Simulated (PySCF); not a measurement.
Working out the ionisation energy of Mn

Mn [Ar] 3d5 4s2 (6S) → Mn⁺ [Ar] 3d5 4s1 (7S). Calculation: PySCF 2.14, in cc-pVDZ-DK; scalar relativity by spin-free X2C-1e. Frozen: [Ar]. Energies in hartree (1 hartree = 27.21139 eV):

```
             part    Mn (lower)   Mn⁺ (upper)
              UHF  -1157.382338  -1157.160677
MP2 opposite-spin     -0.032587      0.000000
    MP2 same-spin     -0.068061     -0.068392
```

Q: What does Hartree-Fock give?

A: (-1157.160677) − (-1157.382338) = 0.221661 hartree = 6.032 eV.

Q: What do MP2 and SCS-MP2 (6/5 opposite-spin, 1/3 same-spin) give?

A: The opposite-spin parts differ by 0.887 eV and the same-spin parts by -0.009 eV. MP2: 6.032 + (0.887) + (-0.009) = 6.910 eV. SCS-MP2: 6.032 + 1.2 × (0.887) + (-0.009)/3 = 7.093 eV.

Measured between the centres of the two terms (NIST): 7.434 eV, so MP2 (valence) is off by -0.524 eV.

A double-zeta basis recovers only part of the correlation energy.

What remains against the reference includes basis incompleteness, the frozen core and correlation beyond second order.
